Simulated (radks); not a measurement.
Results of a calculation; reference values are marked as such.
Question: The mean radii <r> (bohr) of the occupied orbitals of an atom or ion are listed with their occupations. Level of theory: Dirac Kohn-Sham, BLYP, spin-unpolarised, spherical densities, finite nucleus; Fermi nuclear charge, rms radius of each element as measured or else 0.836 A^(1/3) + 0.57 fm (a radial shooting solver on a logarithmic mesh with Libxc functionals).

orbital  occ.      <r>
1s1/2       2  0.05616
2s1/2       2   0.2511
2p1/2       2   0.2181
2p3/2       3   0.2211
3s1/2       2   0.6728
3p1/2       2   0.6664
3p3/2       3   0.6718

Name the element and its charge.

Answer: Z = 27, cobalt, charge +11: Co11+ in [He] 2s2 2p(1/2: 2, 3/2: 3) 3s2 3p(1/2: 2, 3/2: 3). The 1s radius gives Z: for a bare nucleus <r> = (2 gamma + 1)/(2Z) with gamma = sqrt(1 - (Z/c)^2), 0.05483 bohr for Z = 27, and screening makes it slightly larger (0.05616 here). The occupations add up to 16, and the charge is Z minus that.
